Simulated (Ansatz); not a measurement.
Ansatz (an electronic-structure program) input (B3LYP-D3(BJ)/def2-TZVP):

Ansatz 0.2 input:
```yaml
crystal:
  periodic: [false, false, false]
  atoms:
    - {symbol: C, position_ang: [-2.12088589, -0.91305466, -0.65917362]}
    - {symbol: C, position_ang: [-1.23827470, 0.26828064, -0.24208782]}
    - {symbol: C, position_ang: [-1.95334841, 1.13832815, 0.79754172]}
    - {symbol: C, position_ang: [0.04064501, -0.20727308, 0.28131405]}
    - {symbol: C, position_ang: [1.32651245, -0.18948817, 0.10911538]}
    - {symbol: C, position_ang: [2.27863980, -0.91446454, 1.02756962]}
    - {symbol: C, position_ang: [2.02857573, 0.55135255, -1.02086521]}
    - {symbol: H, position_ang: [-1.61210344, -1.52337597, -1.40178447]}
    - {symbol: H, position_ang: [-3.05671480, -0.55485816, -1.08285702]}
    - {symbol: H, position_ang: [-2.34623249, -1.53629048, 0.20317833]}
    - {symbol: H, position_ang: [-1.05627024, 0.89014818, -1.13868723]}
    - {symbol: H, position_ang: [-2.88818607, 1.52050499, 0.39294257]}
    - {symbol: H, position_ang: [-1.32639052, 1.97960884, 1.08367701]}
    - {symbol: H, position_ang: [-2.17336402, 0.55404256, 1.68807008]}
    - {symbol: H, position_ang: [2.86178120, -1.64183698, 0.46374981]}
    - {symbol: H, position_ang: [1.73725632, -1.43183539, 1.81435085]}
    - {symbol: H, position_ang: [2.97130067, -0.20719341, 1.48277805]}
    - {symbol: H, position_ang: [2.72311400, 1.27937814, -0.60452976]}
    - {symbol: H, position_ang: [1.31152570, 1.06646318, -1.65351667]}
    - {symbol: H, position_ang: [2.59269433, -0.15636502, -1.62647917]}
basis:
  gaussian:
    orbitals: def2-TZVP
hamiltonian:
  xc: b3lyp
  dispersion: d3bj
magnetization: {spin_polarized: true, initial_magnetization: 1}
relax: {f_tol: 0.002, max_steps: 150}
```

Output:

```
Functional definition: B3LYP
integrals: 0.28 GiB planned
1832 factors; their error is unknown
0.38 GiB of the device are held for the grids
1.98 GiB of device memory are held for the factors and their scratch space
mean field: 2.42 GiB planned
mean field evaluation 1: about -7453.4114 eV, gradient 6.3e1 eV
mean field evaluation 2: about -7443.6586 eV, gradient 7.4e1 eV
mean field evaluation 4: about -7472.0969 eV, gradient 4.2e0 eV
mean field evaluation 8: about -7472.1828 eV, gradient 1.5e-1 eV
mean field evaluation 16: about -7472.1422 eV, gradient 7.9e-3 eV
mean field -7472.14222821 eV, -274.5961620868 hartree, gradient 1.8e-5 eV, S^2 0.757704; 0 other end points of the search recorded, 0 dependent functions left out
the calculation of the forces begins
reference -7472.14260140 eV, -274.5961758014 hartree; 28, 27 occupied and 267, 268 virtual orbitals, 1832 factors
relax step   1: F+E_penalty+E_count = -7472.87380009 eV  Δ(F+E_penalty+E_count) = +0.000e0 eV  max|allowed force component| = 8.908e-1 eV/Å  Δτ_max = 0.0000 Å  (39 SCF iters, accepted)
these checks for a lower state are left out or cut short: starts, cluster_reference, orbital_swaps, neighbouring_geometries, increment
integrals: 0.28 GiB planned
1832 factors; their error is unknown
0.38 GiB of the device are held for the grids
1.98 GiB of device memory are held for the factors and their scratch space
mean field: 2.42 GiB planned
mean field -7472.16723675 eV, -274.5970811336 hartree, gradient 9.8e-6 eV, S^2 0.757974; 0 other end points of the search recorded, 0 dependent functions left out
the calculation of the forces begins
reference -7472.16761068 eV, -274.5970948754 hartree; 28, 27 occupied and 267, 268 virtual orbitals, 1832 factors
relax step   2: F+E_penalty+E_count = -7472.89546679 eV  Δ(F+E_penalty+E_count) = -2.167e-2 eV  max|allowed force component| = 2.986e-1 eV/Å  Δτ_max = 0.0348 Å  (40 SCF iters, accepted)
these checks for a lower state are left out or cut short: starts, cluster_reference, orbital_swaps, neighbouring_geometries, increment
integrals: 0.28 GiB planned
1832 factors; their error is unknown
0.38 GiB of the device are held for the grids
1.98 GiB of device memory are held for the factors and their scratch space
mean field: 2.41 GiB planned
mean field evaluation 32: about -7472.2067 eV, gradient 8.0e-3 eV
mean field -7472.17175229 eV, -274.5972470769 hartree, gradient 9.6e-6 eV, S^2 0.758135; 0 other end points of the search recorded, 0 dependent functions left out
the calculation of the forces begins
reference -7472.17212627 eV, -274.5972608202 hartree; 28, 27 occupied and 267, 268 virtual orbitals, 1832 factors
relax step   3: F+E_penalty+E_count = -7472.89990024 eV  Δ(F+E_penalty+E_count) = -4.433e-3 eV  max|allowed force component| = 9.869e-2 eV/Å  Δτ_max = 0.0339 Å  (39 SCF iters, accepted)
these checks for a lower state are left out or cut short: starts, cluster_reference, orbital_swaps, neighbouring_geometries, increment
integrals: 0.28 GiB planned
1832 factors; their error is unknown
0.38 GiB of the device are held for the grids
1.98 GiB of device memory are held for the factors and their scratch space
mean field: 2.42 GiB planned
mean field -7472.17113357 eV, -274.5972243392 hartree, gradient 1.5e-5 eV, S^2 0.758147; 0 other end points of the search recorded, 0 dependent functions left out
the calculation of the forces begins
reference -7472.17150666 eV, -274.5972380500 hartree; 28, 27 occupied and 267, 268 virtual orbitals, 1832 factors
relax step   4: F+E_penalty+E_count = -7472.90107534 eV  Δ(F+E_penalty+E_count) = -1.175e-3 eV  max|allowed force component| = 1.305e-1 eV/Å  Δτ_max = 0.0332 Å  (37 SCF iters, accepted)
these checks for a lower state are left out or cut short: starts, cluster_reference, orbital_swaps, neighbouring_geometries, increment
integrals: 0.28 GiB planned
1832 factors; their error is unknown
0.38 GiB of the device are held for the grids
1.98 GiB of device memory are held for the factors and their scratch space
mean field: 2.42 GiB planned
mean field -7472.17140717 eV, -274.5972343940 hartree, gradient 2.0e-5 eV, S^2 0.758163; 0 other end points of the search recorded, 0 dependent functions left out
the calculation of the forces begins
reference -7472.17178024 eV, -274.5972481040 hartree; 28, 27 occupied and 267, 268 virtual orbitals, 1832 factors
relax step   5: F+E_penalty+E_count = -7472.90154087 eV  Δ(F+E_penalty+E_count) = -4.655e-4 eV  max|allowed force component| = 2.503e-2 eV/Å  Δτ_max = 0.0128 Å  (37 SCF iters, accepted)
these checks for a lower state are left out or cut short: starts, cluster_reference, orbital_swaps, neighbouring_geometries, increment
integrals: 0.28 GiB planned
1832 factors; their error is unknown
0.38 GiB of the device are held for the grids
1.98 GiB of device memory are held for the factors and their scratch space
mean field: 2.42 GiB planned
mean field -7472.17149818 eV, -274.5972377385 hartree, gradient 2.6e-5 eV, S^2 0.758160; 0 other end points of the search recorded, 0 dependent functions left out
the calculation of the forces begins
reference -7472.17187138 eV, -274.5972514533 hartree; 28, 27 occupied and 267, 268 virtual orbitals, 1832 factors
relax step   6: F+E_penalty+E_count = -7472.90155124 eV  Δ(F+E_penalty+E_count) = -1.037e-5 eV  max|allowed force component| = 9.539e-3 eV/Å  Δτ_max = 0.0061 Å  (37 SCF iters, accepted)
these checks for a lower state are left out or cut short: starts, cluster_reference, orbital_swaps, neighbouring_geometries, increment
integrals: 0.28 GiB planned
1832 factors; their error is unknown
0.38 GiB of the device are held for the grids
1.98 GiB of device memory are held for the factors and their scratch space
mean field: 2.41 GiB planned
mean field evaluation 64: about -7472.1715 eV, gradient 2.6e-5 eV
mean field -7472.17146659 eV, -274.5972365773 hartree, gradient 2.6e-5 eV, S^2 0.758161; 0 other end points of the search recorded, 0 dependent functions left out
the calculation of the forces begins
reference -7472.17183972 eV, -274.5972502898 hartree; 28, 27 occupied and 267, 268 virtual orbitals, 1832 factors
relax step   7: F+E_penalty+E_count = -7472.90156818 eV  Δ(F+E_penalty+E_count) = -1.695e-5 eV  max|allowed force component| = 3.155e-3 eV/Å  Δτ_max = 0.0028 Å  (38 SCF iters, accepted)
these checks for a lower state are left out or cut short: starts, cluster_reference, orbital_swaps, neighbouring_geometries, increment
integrals: 0.28 GiB planned
1832 factors; their error is unknown
0.38 GiB of the device are held for the grids
1.98 GiB of device memory are held for the factors and their scratch space
mean field: 2.41 GiB planned
mean field -7472.17147060 eV, -274.5972367246 hartree, gradient 2.6e-5 eV, S^2 0.758161; 0 other end points of the search recorded, 0 dependent functions left out
the calculation of the forces begins
reference -7472.17184371 eV, -274.5972504363 hartree; 28, 27 occupied and 267, 268 virtual orbitals, 1832 factors
relax step   8: F+E_penalty+E_count = -7472.90156892 eV  Δ(F+E_penalty+E_count) = -7.353e-7 eV  max|allowed force component| = 1.154e-3 eV/Å  Δτ_max = 0.0009 Å  (39 SCF iters, accepted)
integrals: 0.28 GiB planned
1832 factors; their error is unknown
0.38 GiB of the device are held for the grids
1.98 GiB of device memory are held for the factors and their scratch space
mean field: 2.41 GiB planned
mean field evaluation 96: about -7472.1715 eV, gradient 1.3e-3 eV
mean field -7472.17147060 eV, -274.5972367246 hartree, gradient 2.6e-5 eV, S^2 0.758161; 1 other end points of the search recorded, 0 dependent functions left out
the calculation of the forces begins
reference -7472.17184371 eV, -274.5972504363 hartree; 28, 27 occupied and 267, 268 virtual orbitals, 1832 factors
Total energy: -7472.90194203 eV, -274.6240810547 hartree
Atom 0 at    -2.122258    -0.906469    -0.677349 Å, force     0.000158    -0.000578     0.000336 eV/Å
Atom 1 at    -1.221470     0.247235    -0.213475 Å, force    -0.000025     0.000809    -0.000969 eV/Å
Atom 2 at    -1.955035     1.155026     0.784231 Å, force    -0.000054     0.000045     0.000545 eV/Å
Atom 3 at     0.048551    -0.248774     0.340769 Å, force    -0.001154    -0.000175    -0.000275 eV/Å
Atom 4 at     1.343208    -0.211751     0.138859 Å, force     0.000059     0.000211     0.000451 eV/Å
Atom 5 at     2.319238    -0.928266     1.038425 Å, force     0.000062    -0.000120    -0.000050 eV/Å
Atom 6 at     1.967229     0.551829    -1.011930 Å, force     0.000257     0.000034    -0.000315 eV/Å
Atom 7 at    -1.614040    -1.528026    -1.415127 Å, force     0.000010    -0.000234    -0.000117 eV/Å
Atom 8 at    -3.040369    -0.519146    -1.123894 Å, force     0.000043     0.000183     0.000036 eV/Å
Atom 9 at    -2.394958    -1.540581     0.168406 Å, force    -0.000048    -0.000246     0.000058 eV/Å
Atom 10 at    -0.977006     0.855828    -1.099824 Å, force     0.000464    -0.000045    -0.000018 eV/Å
Atom 11 at    -2.872401     1.547771     0.340913 Å, force    -0.000028    -0.000019    -0.000097 eV/Å
Atom 12 at    -1.328008     1.995335     1.083650 Å, force     0.000061     0.000169     0.000127 eV/Å
Atom 13 at    -2.222252     0.595748     1.682877 Å, force     0.000010     0.000035     0.000212 eV/Å
Atom 14 at     2.909143    -1.652219     0.467667 Å, force     0.000063    -0.000050     0.000057 eV/Å
Atom 15 at     1.807040    -1.455126     1.841581 Å, force     0.000158    -0.000048     0.000034 eV/Å
Atom 16 at     3.026018    -0.219884     1.481729 Å, force     0.000050    -0.000070     0.000011 eV/Å
Atom 17 at     2.661944     1.308061    -0.634596 Å, force    -0.000133    -0.000059     0.000015 eV/Å
Atom 18 at     1.221589     1.050356    -1.629356 Å, force     0.000034     0.000031    -0.000084 eV/Å
Atom 19 at     2.544111    -0.124875    -1.649250 Å, force     0.000011     0.000127     0.000045 eV/Å
Dipole moment:     0.024842     0.089083    -0.128767 e Å
```

It need not be the lowest isomer of its formula.
